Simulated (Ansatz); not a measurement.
The cluster Nb3O5. Charge 0, multiplicity 2. Geometry PBE0-D4/def2-SVP; atoms count from 1.

Cartesian coordinates in Å:
```
Nb 1.504 0.018 0.485
Nb -1.200 0.687 0.960
Nb -0.869 -1.665 -0.420
O -1.739 1.864 -0.124
O -1.362 -1.106 -1.930
O 1.034 -1.737 -0.145
O 0.522 0.873 1.879
O 2.111 1.066 -0.705
```

In the def2 sets Nb takes a core potential; there is no spin–orbit coupling. The structure comes from a short search, and lower isomers may exist.

Question: Estimate the Mulliken populations from the PBE0/def2-TZVP orbitals of Ansatz.

Answer: 
```
atom  charge (e)  spin (α − β)  d electrons
 Nb1        1.38         -0.01         2.98
 Nb2        0.86          0.57         3.20
 Nb3        0.89          0.44         3.21
  O4       -0.53         -0.01            –
  O5       -0.49         -0.01            –
  O6       -0.77          0.00            –
  O7       -0.77          0.02            –
  O8       -0.57          0.01            –
```
Mulliken values depend strongly on the basis.

Question: Where does the spin sit?

Answer: Summed by element: Nb 1.00, O 0.00, of 1 unpaired in all. Largest on single atoms: Nb2 0.57, Nb3 0.44, O7 0.02.

Question: And the Mayer bond orders between heavy atoms (over 0.3)?

Answer: Nb1–Nb2 0.75 (2.83 Å); Nb1–O6 0.90 (1.92 Å); Nb1–O7 0.95 (1.91 Å); Nb1–O8 2.08 (1.70 Å); Nb2–Nb3 1.55 (2.75 Å); Nb2–O4 2.15 (1.69 Å); Nb2–O7 0.82 (1.96 Å); Nb3–O5 2.19 (1.68 Å); Nb3–O6 0.92 (1.92 Å).
